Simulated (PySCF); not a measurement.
## Building multiplets from coupling constants

Cartesian coordinates in Å; atom numbers follow the order of the lines, from 1:
```xyz
16

C    -2.0961    0.6602    1.7096
C    -1.5338    0.1658    0.6022
C    -2.2864   -0.0704   -0.6703
C    -0.0859   -0.2193    0.5902
O     0.5513    0.4467   -0.4962
C     1.8452    0.1923   -0.6717
N     2.5052   -0.5915    0.0686
H    -1.5113    0.8315    2.6177
H    -3.1616    0.9038    1.7471
H    -2.2556   -1.1371   -0.9504
H    -1.8192    0.4863   -1.4978
H    -3.3374    0.2375   -0.5857
H     0.0354   -1.3092    0.4521
H     0.4196    0.0390    1.5334
H     2.2204    0.7657   -1.5366
H     3.4758   -0.6355   -0.2393
```

- coordinates at the PBE0-D3(BJ)/def2-SVP level
- shieldings: GIAO KT3/pcSseg-1
- J couplings at B3LYP/pcJ-1 (spin–dipole term only in couplings to heteroatoms)
- program: PySCF
- isolated molecule, rapidly exchanging positions averaged, one conformer, non-relativistic

Referencing at the same level of theory: TMS for $^{1}$H.

Spectrometer: 400 MHz for $^{1}$H. First-order analysis; couplings under 1 Hz (under 4 Hz in carbon signals) are ignored, and nearly equal couplings are merged; the smaller ones broaden or split the lines further.

**Question.** What pattern does H13/H14 show ($^{1}$H)?

**Answer.** A triplet at δ 4.40: 1.4 Hz to H8 and H15 (2 × $^{1}$H, 4 bonds away). Lines in Hz from the centre (relative intensity): +1.4 (1), +0.0 (2), -1.4 (1). The outer lines are 2.8 Hz apart, the sum of the couplings kept, or 0.007 ppm at this field.

**Question.** What pattern does H10/H11/H12 show ($^{1}$H)?

**Answer.** A triplet at δ 1.93: 1.8 Hz to H9 and H8 (2 × $^{1}$H, 4 bonds away). Lines in Hz from the centre (relative intensity): +1.8 (1), +0.0 (2), -1.8 (1). The outer lines are 3.6 Hz apart, the sum of the couplings kept, or 0.009 ppm at this field.

**Question.** What pattern does H8 show ($^{1}$H)?

**Answer.** A doublet of sextets at δ 5.11: 2.3 Hz to H9 (1 × $^{1}$H, 2 bonds away), 1.5 Hz to H10/H11/H12 and H13/H14 (5 × $^{1}$H, 4 bonds away). Lines in Hz from the centre (relative intensity): +4.9 (1), +3.4 (5), +2.6 (1), +1.9 (10), +1.1 (5), +0.4 (10), -0.4 (10), -1.1 (5), -1.9 (10), -2.6 (1), -3.4 (5), -4.9 (1). The outer lines are 9.8 Hz apart, the sum of the couplings kept, or 0.025 ppm at this field.

**Question.** What pattern does H9 show ($^{1}$H)?

**Answer.** A quintet at δ 5.03: 2.1 Hz to H8 and H10/H11/H12 (4 × $^{1}$H, 2 or 4 bonds away). Lines in Hz from the centre (relative intensity): +4.2 (1), +2.1 (4), +0.0 (6), -2.1 (4), -4.2 (1). The outer lines are 8.4 Hz apart, the sum of the couplings kept, or 0.021 ppm at this field.

OH and NH positions are those of a molecule without intermolecular hydrogen bonds; in solution they move with solvent, concentration and temperature, and exchange usually removes their couplings.
